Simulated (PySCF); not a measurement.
**Working out the ionisation energy of Cl⁺**

Cl⁺ [Ne] 3s2 3p4 (3P) → Cl²⁺ [Ne] 3s2 3p3 (4S). Computed with PySCF 2.14 in aug-cc-pVQZ-DK (7s6p4d3f2g, 84 functions), with scalar relativity by spin-free X2C-1e. Frozen: [Ne]. Energies in hartree (1 hartree = 27.21139 eV):

```csv
part,Cl⁺ (lower),Cl²⁺ (upper)
UHF,-460.466850,-459.637078
CCSD correlation,-0.158890,-0.121507
(T),-0.005237,-0.003892
```

What does Hartree-Fock give?

(-459.637078) − (-460.466850) = 0.829772 hartree = 22.579 eV.

What do CCSD and CCSD(T) give?

The CCSD correlation energies differ by 0.037383 hartree = 1.017 eV and the triples by 0.001345 hartree = 0.037 eV, so CCSD gives 23.596 eV and CCSD(T) 23.633 eV.

Measured between the centres of the two terms (NIST): 23.771 eV, so CCSD(T) (valence) is off by -0.138 eV.

What remains against the reference includes basis incompleteness, the frozen core and higher excitations.
